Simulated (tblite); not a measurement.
Species: C₈H₁₁ (charge +1).
Atom-mapped SMILES: `[CH2:1]=[C:2]([CH3:3])[C+:4]1[CH:5]=[CH:6][CH2:7][CH2:8]1` (hydrogens: H9, H10 on C1; H11, H12, H13 on C3; H14 on C5; H15 on C6; H16, H17 on C7; H18, H19 on C8)
Bond orders are those of one Lewis drawing.

Computed with GFN2-xTB (tblite), gas phase: Langevin dynamics at 200 K from the optimised GFN2-xTB geometry, time step 0.5 fs, friction 0.01 fs⁻¹, 2000 steps. The instantaneous temperature is 2·E(kin)/(3Nk) with all 3N coordinates.

```
t (fs)  T (K)  E(pot) above start (eV)  C1=C2 (Å)  C2–C3 (Å)  C2–C4 (Å)  C4–C5 (Å)  C5=C6 (Å)  C1–H9 (Å)  C1–C2–C4–C5 (°)
     0    162                    0.000      1.352      1.496      1.431      1.409      1.365      1.078                3
    25    105                    0.201      1.354      1.492      1.435      1.415      1.378      1.080                1
    50    103                    0.250      1.369      1.517      1.422      1.409      1.375      1.084                1
    75    102                    0.297      1.350      1.511      1.428      1.400      1.361      1.068               -2
   100    149                    0.305      1.350      1.532      1.437      1.398      1.360      1.073               -9
   125    169                    0.337      1.365      1.536      1.382      1.403      1.351      1.063               -4
   150    197                    0.297      1.365      1.502      1.400      1.408      1.349      1.110              -13
   175    187                    0.294      1.350      1.499      1.438      1.416      1.356      1.075              -11
   200    168                    0.337      1.341      1.517      1.421      1.389      1.347      1.087              -12
   225    154                    0.551      1.353      1.475      1.455      1.400      1.352      1.081               -8
   250    217                    0.394      1.350      1.462      1.421      1.416      1.369      1.057               -7
   275    221                    0.367      1.348      1.510      1.439      1.420      1.389      1.101                3
   300    235                    0.448      1.338      1.499      1.378      1.410      1.372      1.076                2
   325    268                    0.537      1.363      1.510      1.385      1.427      1.363      1.066               10
   350    251                    0.410      1.380      1.500      1.404      1.398      1.357      1.125                5
   375    242                    0.530      1.390      1.495      1.394      1.419      1.353      1.052                6
   400    204                    0.519      1.365      1.510      1.448      1.389      1.379      1.090                1
   425    197                    0.417      1.333      1.490      1.423      1.340      1.375      1.091               -8
   450    198                    0.446      1.345      1.546      1.475      1.375      1.365      1.056                9
   475    191                    0.440      1.336      1.467      1.426      1.373      1.373      1.097                0
   500    142                    0.562      1.358      1.549      1.410      1.368      1.409      1.081                2
   525    184                    0.548      1.347      1.565      1.394      1.396      1.389      1.061                3
   550    160                    0.581      1.330      1.517      1.402      1.409      1.367      1.091                7
   575    194                    0.460      1.353      1.547      1.434      1.405      1.359      1.072                0
   600    214                    0.444      1.366      1.503      1.393      1.392      1.341      1.064                3
   625    201                    0.531      1.371      1.503      1.441      1.374      1.326      1.081               10
   650    259                    0.457      1.353      1.525      1.430      1.344      1.367      1.110                2
   675    327                    0.403      1.356      1.483      1.447      1.360      1.387      1.077               14
   700    229                    0.595      1.341      1.478      1.454      1.382      1.411      1.051               12
   725    219                    0.515      1.344      1.517      1.415      1.378      1.398      1.116               14
   750    223                    0.459      1.374      1.518      1.405      1.386      1.360      1.072               15
   775    243                    0.526      1.378      1.497      1.394      1.401      1.333      1.059               16
   800    247                    0.536      1.365      1.497      1.411      1.420      1.327      1.103                8
   825    201                    0.606      1.339      1.502      1.424      1.398      1.350      1.071                5
   850    228                    0.416      1.362      1.470      1.423      1.419      1.387      1.040                9
   875    174                    0.468      1.385      1.482      1.433      1.402      1.399      1.102               -5
   900    214                    0.332      1.369      1.465      1.436      1.393      1.390      1.105               11
   925    163                    0.429      1.348      1.506      1.454      1.411      1.379      1.052               -7
   950    237                    0.375      1.342      1.520      1.454      1.369      1.357      1.080               13
   975    188                    0.496      1.355      1.464      1.437      1.389      1.322      1.097               21
  1000    185                    0.396      1.385      1.507      1.438      1.437      1.346      1.066               11
```

Question: From 500 fs on, how do temperature and potential energy compare with equipartition?

Answer: The mean temperature of these 21 frames is 211 K against the target 200 K, and the mean potential energy 0.48 eV against 51 × kT/2 = 0.44 eV for 51 classical harmonic modes. For 19 atoms in a canonical ensemble the temperature itself scatters by T·√(2/(3N)) = 37 K; here its standard deviation is 40 K. The whole run lasts only 10 friction times of 100 fs, so these averages carry a wide statistical error.

Question: What are the kinetic and total energies of the listed frame with the highest potential energy?

Answer: The one at 825 fs, 0.606 eV above the start. Its kinetic energy is 3NkT/2 = 0.494 eV at 201 K, so the sum is 1.10 eV; over the listed frames the sum runs from 0.40 to 1.21 eV, since the thermostat adds and removes energy.

Question: How much do the listed bonds fluctuate from 500 fs on?

Answer: 
```json
{"bond": "C1=C2", "at the start (Å)": "1.352", "mean (Å)": "1.358", "standard deviation (Å)": "0.015"}
{"bond": "C2–C3", "at the start (Å)": "1.496", "mean (Å)": "1.505", "standard deviation (Å)": "0.027"}
{"bond": "C2–C4", "at the start (Å)": "1.431", "mean (Å)": "1.425", "standard deviation (Å)": "0.020"}
{"bond": "C4–C5", "at the start (Å)": "1.409", "mean (Å)": "1.392", "standard deviation (Å)": "0.021"}
{"bond": "C5=C6", "at the start (Å)": "1.365", "mean (Å)": "1.367", "standard deviation (Å)": "0.027"}
{"bond": "C1–H9", "at the start (Å)": "1.078", "mean (Å)": "1.079", "standard deviation (Å)": "0.021"}
```

The motion is classical and holds no zero-point motion.

The cost below is that of the whole dynamics run. On one thread, Intel Xeon at 2.50 GHz (x86_64), no GPU (shared host), this took 38 s wall and 0.18 GiB of memory at its peak.
